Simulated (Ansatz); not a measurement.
Calculation: Ansatz (a quantum-chemistry and plane-wave program) with frozen-core CCSD(T)/cc-pVTZ // B3LYP-D3(BJ)/def2-TZVP.

Ansatz 0.2 input:
```yaml
crystal:
  periodic: [false, false, false]
  atoms:
    - { symbol: O, position_ang: [1.170616, -0.560219, 1.027006] }
    - { symbol: Si, position_ang: [0.018912, -0.011892, 0.003518] }
    - { symbol: O, position_ang: [0.799409, 0.821665, -1.167199] }
    - { symbol: O, position_ang: [-1.076187, 1.015468, 0.651463] }
    - { symbol: O, position_ang: [-0.818483, -1.324268, -0.497394] }
    - { symbol: H, position_ang: [1.918578, 0.017828, 1.196841] }
    - { symbol: H, position_ang: [0.280668, 1.443226, -1.683938] }
    - { symbol: H, position_ang: [-1.805711, 0.628097, 1.141541] }
    - { symbol: H, position_ang: [-0.321833, -2.133169, -0.643795] }
basis:
  gaussian: { orbitals: cc-pVTZ }
correlation:
  method: ccsd_t
```

Output:

```
Functional definition: HF
1248 factors; integrals over basis functions are off by at most 8.2e-4 eV
mean field evaluation 1: about -16078.1594 eV, gradient 6.0e1 eV
mean field evaluation 2: about -16078.3908 eV, gradient 6.1e1 eV
mean field evaluation 4: about -16084.1705 eV, gradient 2.9e0 eV
mean field evaluation 8: about -16084.2118 eV, gradient 1.2e-1 eV
mean field evaluation 16: about -16082.1205 eV, gradient 3.5e1 eV
mean field -16084.21187999 eV, -591.0838843192 hartree, gradient 2.9e-6 eV, S^2 0.000000; 0 other end points of the search recorded, 0 dependent functions left out
9 core orbitals not correlated
reference -16084.21187999 eV, -591.0838843192 hartree; 16, 16 occupied and 185, 185 virtual orbitals, 1248 factors
second order -29.34465285 eV of doubles, -0.00000000 eV of singles
cycle   1  -28.95380590 eV  change    3.9e-1 eV  update   9.7e-2
cycle   2  -29.52096719 eV  change   -5.7e-1 eV  update   2.6e-2
cycle   3  -29.64329457 eV  change   -1.2e-1 eV  update   1.3e-2
cycle   4  -29.62402654 eV  change    1.9e-2 eV  update   2.4e-3
cycle   5  -29.62369768 eV  change    3.3e-4 eV  update   1.1e-3
cycle   6  -29.62435389 eV  change   -6.6e-4 eV  update   2.9e-4
cycle   7  -29.62417553 eV  change    1.8e-4 eV  update   1.1e-4
cycle   8  -29.62411532 eV  change    6.0e-5 eV  update   2.9e-5
cycle   9  -29.62411750 eV  change   -2.2e-6 eV  update   9.6e-6
perturbative correction -1.02218405 eV, -0.0375645711 hartree
Total energy: -16114.85818154 eV, -592.2101151285 hartree
```

Cost: about 6 core-minutes (a rough figure).
